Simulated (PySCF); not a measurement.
**Fine-structure interval along the 13-electron series**

Calculated with PySCF 2.14 and a two-component X2C-1e Hamiltonian (Gaussian nucleus, no Breit or QED terms), each ion in its own even-tempered basis scaled to its charge; GMP2 freezes 1s2 and drops the highest virtual spinors. Values in cm⁻¹.

```json
{"ion": "Pt⁶⁵⁺", "configuration": "[Ne] 3s2 3p1", "GHF (screened spin-orbit)": "3827700", "GMP2 (screened spin-orbit)": "3820500", "GHF (bare spin-orbit)": "3941100"}
{"ion": "Au⁶⁶⁺", "configuration": "[Ne] 3s2 3p1", "GHF (screened spin-orbit)": "4068300", "GMP2 (screened spin-orbit)": "4060900", "GHF (bare spin-orbit)": "4187700"}
{"ion": "Hg⁶⁷⁺", "configuration": "[Ne] 3s2 3p1", "GHF (screened spin-orbit)": "4322200", "GMP2 (screened spin-orbit)": "4314600", "GHF (bare spin-orbit)": "4448000"}
```

Between Z = 78 and Z = 80 the GHF (bare spin-orbit) value grows as Z to the power 4.78.
